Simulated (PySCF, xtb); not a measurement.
Si(Me)(OH)(NH2)2 (CH8N2OSi), SMILES N[Si](O)(N)C.

xtb with GFN2-xTB at its own geometry gives an orbital gap of 7.54 eV and a dipole moment of 1.23 D.

The structure is a stationary point at PBE-D3(BJ)/def2-SVP. One conformer was computed; it need not be the lowest.

Question: What does PySCF with PBE/def2-TZVP give? (An estimate is asked for; the answer gives what the named calculation found.)

Answer: gap 5.65 eV (levels -5.80 and -0.15 eV), dipole 1.25 D.
